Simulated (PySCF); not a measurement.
CI: mean field, correlation and small terms against distance

State: ²Π, doublet, unpaired electrons π ↑. ROHF-based CCSD(T) in PySCF 2.14 with C cc-pVTZ, I cc-pVTZ-PP with ECP28 and C cc-pVQZ, I cc-pVQZ-PP with ECP28 (frozen core orbitals: 10; scalar-relativistic core potentials). Correlation energies are extrapolated as n⁻³ (n = 3, 4), Hartree–Fock as (n+1)·exp(−9√n). CV is the change on freezing 4 orbitals instead, in C cc-pwCVTZ, I cc-pwCVTZ-PP with ECP28. All energies in eV from C + I.

```csv
R (Å),HF/CBS,CCSD corr.,(T),CV,total
1.7966,-0.295,-1.650,-0.2628,-0.1072,-2.315
1.8783,-0.777,-1.604,-0.2670,-0.0802,-2.728
1.9600,-1.028,-1.561,-0.2708,-0.0597,-2.920
2.0416,-1.117,-1.523,-0.2745,-0.0440,-2.959
2.1233,-1.093,-1.489,-0.2782,-0.0320,-2.893
2.2254,-0.956,-1.455,-0.2831,-0.0208,-2.714
2.3275,-0.740,-1.430,-0.2886,-0.0126,-2.471
```

A fit to the total gives Re = 2.0264 Å, De = 2.960 eV, ωe = 643.3 cm⁻¹, Be = 0.3745 cm⁻¹ (masses 12.0000 and 126.9045 u).

Q: At R = 2.0416 Å the CCSD correlation energy is -0.277981 hartree in the smaller basis and -0.300990 in the larger. Extrapolate it.

A: (4³·E4 − 3³·E3)/(4³ − 3³) = -0.31778 hartree; the larger basis holds 94.7 % of it.

The T1 diagnostic is 0.039, large enough to doubt a single reference. The state was picked by a PBE0 search and need not be the measured ground state. Spin–orbit coupling, excitations beyond (T) and corrections to the Born–Oppenheimer picture are left out, and spin–orbit coupling matters for open p, d or f shells this heavy.
